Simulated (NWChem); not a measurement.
System: CH3ClGeO; SMILES O=[CH][GeH2][Cl]

```xyz
7

O      0.1823    -2.6376     0.2949
C      0.6176    -1.5229     0.3726
Ge    -0.5705     0.0401    -0.0193
Cl     0.6198     1.8321     0.2421
H      1.6844    -1.3199     0.6617
H     -1.7398     0.0869     0.9739
H     -1.0586    -0.0087    -1.4736
```
Atoms are numbered in this order, from 1.

Level: PBE0/def2-SVP (NWChem), optimised geometry, unscaled harmonic frequencies. 

Task: List the harmonic frequencies with IR intensities, and the thermochemistry.

Result: 
```csv
frequency (cm⁻¹),IR intensity (km/mol)
60,12.0
94,9.5
301,1.1
407,14.6
429,52.9
618,2.7
626,2.1
763,161.0
857,74.7
887,15.5
1355,26.1
1845,177.2
2173,59.6
2186,93.9
2886,99.1
```

```json
{
  "zero_point_energy": "22.1 kcal/mol",
  "thermal correction to the enthalpy at 298.15 K (with zero-point energy)": "26.4 kcal/mol",
  "heat capacity Cv": "18.3 cal/(mol K)",
  "entropy at 298.15 K and 1 atm (symmetry number 1)": "80.1 cal/(mol K)",
  "dipole_moment": "0.38 D"
}
```

Rigid rotor and harmonic oscillator; modes under 100 cm⁻¹ make the entropy uncertain.
